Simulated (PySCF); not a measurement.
HO₃S, SMILES O=S(=O)=[OH+], charge +1.

The structure is a stationary point at PBE0-D3(BJ)/def2-SVP. The isomer is the one that the SMILES or the coordinates give; other isomers of the formula were not compared.

All values below come from CAM-B3LYP/def2-TZVPD (PySCF).

The molecule is in vacuum.

```json
{
  "total_energy": "-624.11048 hartree",
  "point_group": "Cs",
  "highest_occupied_level": "-19.57 eV",
  "lowest_empty_level": "-9.02 eV",
  "orbital_gap": "10.55 eV",
  "dipole_moment_about_the_centre_of_nuclear_charge": "3.19 D",
  "mean_static_polarisability": "26.6 bohr³ (3.94 Å³)",
  "polarisability_principal_values": "18.0, 29.4, 32.5 bohr³"
}
```
